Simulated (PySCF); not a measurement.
Compound: C₄H₉FOSi.
Atom-mapped SMILES: `[CH3:1][O:2][Si@@H:3]1[CH2:4][CH2:5][C@H:6]1[F:7]` (hydrogens: H8, H9, H10 on C1; H11 on Si3; H12, H13 on C4; H14, H15 on C5; H16 on C6)

Method: PySCF, PBE0-D3(BJ)/def2-SVP geometry optimisation, gas phase; density fitting, grid level 1; the optimiser is geomeTRIC in internal coordinates, started from a GFN2-xTB structure with every atom displaced at random (about 0.01 Å).

Step 0: E = -16913.9725 eV
```
atom  x, y, z in Å  |  force x, y, z in eV/Å
C1      2.8763   -0.0152   -0.0021   -1.652   2.141   0.170
O2      1.5319    0.2113   -0.4284    1.564  -0.440  -0.236
Si3     0.1998    0.5200    0.4494   -1.097  -0.357  -0.246
C4     -0.8738   -0.9022    1.0525   -1.195   0.396   0.736
C5     -2.0835   -0.3482    0.2199    0.699   0.627   0.762
C6     -1.3243    0.6445   -0.6764   -0.441   0.789   0.386
F7     -1.9436    1.8673   -0.7624   -0.335   0.542  -0.020
H8      2.9577   -0.9327    0.5220    0.228  -1.406   0.708
H9      3.1783    0.8216    0.6749    0.169  -0.414  -0.283
H10     3.4880   -0.0134   -0.8816    0.719  -0.060  -0.699
H11     0.3982    1.5985    1.4329    0.108   0.324   0.251
H12    -1.1293   -1.0001    2.1216    0.243  -0.034  -0.039
H13    -0.6364   -1.8771    0.6878    0.658  -1.081  -0.329
H14    -2.7783    0.2284    0.8692    0.214  -0.148  -0.282
H15    -2.6563   -1.1059   -0.3086   -0.255  -0.322  -0.212
H16    -1.2175    0.3038   -1.6963    0.373  -0.557  -0.668
```

Step 1: E = -16914.2073 eV
```
atom  x, y, z in Å  |  force x, y, z in eV/Å
C1      2.8725    0.0205    0.0532    0.192  -0.447  -0.057
O2      1.5883    0.1518   -0.4769   -0.277   0.056  -0.052
Si3     0.1797    0.4766    0.3399    0.046   0.087   0.184
C4     -0.8806   -0.9454    1.0011   -0.095  -0.232  -0.218
C5     -2.0972   -0.3035    0.2702    0.053  -0.080  -0.026
C6     -1.4021    0.6840   -0.6955    0.085   0.049  -0.198
F7     -2.0281    1.9070   -0.8026    0.114  -0.185   0.008
H8      2.9879   -0.9391    0.6106    0.003   0.298  -0.147
H9      3.1418    0.8467    0.7323   -0.017   0.080   0.041
H10     3.5918    0.0114   -0.7859   -0.034   0.014   0.166
H11     0.4270    1.5805    1.3225   -0.009  -0.025   0.026
H12    -1.0183   -1.0615    2.0824    0.046   0.012   0.117
H13    -0.6219   -1.9427    0.5949    0.015   0.245   0.003
H14    -2.7065    0.2909    0.9674   -0.038   0.006   0.016
H15    -2.7588   -1.0342   -0.2285   -0.002   0.126   0.080
H16    -1.2882    0.2575   -1.7107   -0.080  -0.004   0.057
```

Step 2: E = -16914.2229 eV
```
atom  x, y, z in Å  |  force x, y, z in eV/Å
C1      2.8701    0.0225    0.0475    0.030  -0.029   0.060
O2      1.5796    0.1467   -0.4781   -0.018  -0.041  -0.051
Si3     0.1790    0.4680    0.3498    0.022   0.040   0.050
C4     -0.8875   -0.9536    0.9960   -0.097  -0.060   0.047
C5     -2.0994   -0.2950    0.2761    0.061  -0.043  -0.006
C6     -1.3911    0.6727   -0.7004    0.045   0.044  -0.059
F7     -2.0016    1.8974   -0.8198    0.001   0.002  -0.027
H8      2.9994   -0.9229    0.6086   -0.023   0.047  -0.034
H9      3.1221    0.8584    0.7257    0.015   0.002   0.000
H10     3.5977    0.0234   -0.7791   -0.029   0.015  -0.002
H11     0.4274    1.5645    1.3400   -0.017  -0.019   0.012
H12    -1.0133   -1.0766    2.0814    0.019  -0.012  -0.006
H13    -0.6290   -1.9389    0.5767    0.032   0.061  -0.054
H14    -2.6983    0.3096    0.9752    0.018   0.015   0.003
H15    -2.7780   -1.0095   -0.2154   -0.053   0.018   0.036
H16    -1.2898    0.2339   -1.7099   -0.008  -0.040   0.028
```

Task: Estimate the geometry and energy of step 3. (The exact step hangs on the optimiser's Hessian estimate; all steps are aligned on step 2, rigid shifts and turns removed.)

Result: E = -16914.2293 eV, largest force 0.143 eV/Å
```
atom  x, y, z in Å  |  force x, y, z in eV/Å
C1      2.8692    0.0307    0.0482   -0.019   0.116   0.016
O2      1.5757    0.1390   -0.4757    0.049  -0.037   0.001
Si3     0.1787    0.4576    0.3579   -0.002  -0.005  -0.047
C4     -0.8958   -0.9640    0.9912   -0.043   0.055   0.125
C5     -2.1009   -0.2854    0.2830    0.021  -0.022  -0.032
C6     -1.3810    0.6634   -0.7057   -0.010   0.036   0.058
F7     -1.9778    1.8918   -0.8436   -0.035   0.036  -0.042
H8      3.0083   -0.9067    0.6116    0.002  -0.072   0.035
H9      3.1160    0.8740    0.7206   -0.002  -0.021  -0.012
H10     3.5918    0.0371   -0.7805    0.018   0.001  -0.037
H11     0.4256    1.5468    1.3554   -0.019  -0.006   0.007
H12    -1.0122   -1.0985    2.0769   -0.007  -0.034  -0.037
H13    -0.6385   -1.9386    0.5532    0.025  -0.024  -0.070
H14    -2.6825    0.3327    0.9853    0.042   0.025   0.011
H15    -2.8018   -0.9854   -0.1966   -0.055  -0.010   0.015
H16    -1.2872    0.2063   -1.7069    0.035  -0.038   0.009
```

The energy changes by -0.0064 eV. The first-order estimate −F·Δx gives -0.0085 eV and the mean of the old and new forces, exact on a quadratic surface, -0.0061 eV. The step makes an angle of 68° with the force vector and moves no atom by more than 0.039 Å.

What follows is the cost of the whole optimisation. Time: 1.8 min wall; peak memory 0.58 GiB. Hardware: one thread of an Arm Neoverse V2, no GPU, shared host with 96 logical CPUs at a one-minute load of 31.
